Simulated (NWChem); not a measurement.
System: CH5Ga; SMILES [CH3][GaH2]

All runs: NWChem. The geometry was optimised at PBE0/def2-SVP. Static field.

Question: Order these by “isotropic polarisability (bohr³)”, lowest first: B3LYP/def2-SVPD; PBE/def2-SVPD; LDA (Slater exchange, VWN5)/def2-SVPD; BHandHLYP/def2-SVPD.

Answer: BHandHLYP/def2-SVPD (43.4), B3LYP/def2-SVPD (45.3), PBE/def2-SVPD (46.6), LDA (Slater exchange, VWN5)/def2-SVPD (47.6)
